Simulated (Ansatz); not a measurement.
A run on `[AlH2][CH](S)O[SiH3]` with other settings.

```yaml
crystal:
  periodic: [false, false, false]
  atoms:
    - {symbol: Al, position_ang: [-1.395724, 1.517849, 1.169410]}
    - {symbol: C, position_ang: [-0.425871, 0.444922, -0.164491]}
    - {symbol: S, position_ang: [-1.353122, -0.949141, 0.763161]}
    - {symbol: O, position_ang: [0.936846, 0.253171, -0.238855]}
    - {symbol: Si, position_ang: [1.650401, -0.923760, -1.166855]}
    - {symbol: H, position_ang: [-0.709271, 1.728009, 2.581774]}
    - {symbol: H, position_ang: [-2.756169, 2.178848, 0.700433]}
    - {symbol: H, position_ang: [-0.916204, 0.384989, -1.145648]}
    - {symbol: H, position_ang: [-0.548251, -0.929986, 1.842761]}
    - {symbol: H, position_ang: [3.058462, -0.503738, -1.341306]}
    - {symbol: H, position_ang: [1.589920, -2.245237, -0.491862]}
    - {symbol: H, position_ang: [0.946081, -1.011027, -2.474523]}
basis:
  gaussian: {orbitals: def2-SVP}
magnetization: {spin_polarized: true, initial_magnetization: 0}
hamiltonian: {xc: {name: wPBEh}}
output: {forces: true}
```

```sh
$ ansatz run in.yaml --threads 4 --pin off --events-out ev --progress --plain --max-ram 10444MiB
```

Output, abridged:

```
Functional definition: wPBEh
1122 factors; integrals over basis functions are off by at most 1.2e-3 eV
113 factors; integrals over basis functions are off by at most 4.4e-7 eV
mean field evaluation 1: about -28480.9715 eV, gradient 3.1e1 eV
mean field evaluation 2: about -28470.9012 eV, gradient 5.8e1 eV
mean field evaluation 4: about -28485.1866 eV, gradient 3.1e0 eV
mean field evaluation 8: about -28485.3578 eV, gradient 2.0e-1 eV
mean field evaluation 16: about -28485.3581 eV, gradient 1.8e-5 eV
mean field -28485.35811104 eV, -1046.8176025114 hartree, gradient 1.8e-5 eV, S^2 0.000000; 0 other end points of the search recorded, 0 dependent functions left out
reference -28485.35815758 eV, -1046.8176042220 hartree; 32, 32 occupied and 85, 85 virtual orbitals, 1122 factors
Total energy: -28485.35815758 eV, -1046.8176042220 hartree
Atom 0 at    -1.395724     1.517849     1.169410 Å, force    -0.019961     0.193780     0.003030 eV/Å
Atom 1 at    -0.425871     0.444922    -0.164491 Å, force     0.359303     0.100564     0.140057 eV/Å
Atom 2 at    -1.353122    -0.949141     0.763161 Å, force    -0.234401    -0.255325    -0.084673 eV/Å
Atom 3 at     0.936846     0.253171    -0.238855 Å, force    -0.490860     0.506648     0.404967 eV/Å
Atom 4 at     1.650401    -0.923760    -1.166855 Å, force     0.332261    -0.379141    -0.306265 eV/Å
Atom 5 at    -0.709271     1.728009     2.581774 Å, force     0.018557    -0.001403     0.047686 eV/Å
Atom 6 at    -2.756169     2.178848     0.700433 Å, force    -0.040936     0.020822    -0.003424 eV/Å
Atom 7 at    -0.916204     0.384989    -1.145648 Å, force    -0.154546     0.000235    -0.274320 eV/Å
Atom 8 at    -0.548251    -0.929986     1.842761 Å, force     0.156878    -0.045346     0.177652 eV/Å
Atom 9 at     3.058462    -0.503738    -1.341306 Å, force     0.131888     0.009355    -0.032518 eV/Å
Atom 10 at     1.589920    -2.245237    -0.491862 Å, force     0.003830    -0.139625     0.064985 eV/Å
Atom 11 at     0.946081    -1.011027    -2.474523 Å, force    -0.062013    -0.010565    -0.137178 eV/Å
Dipole moment:     0.173650    -0.249240    -0.170571 e Å
```

It took 1.2 s on 4 threads of an AMD EPYC 9R45 on a shared host, with 0.43 GiB of host memory at the peak.
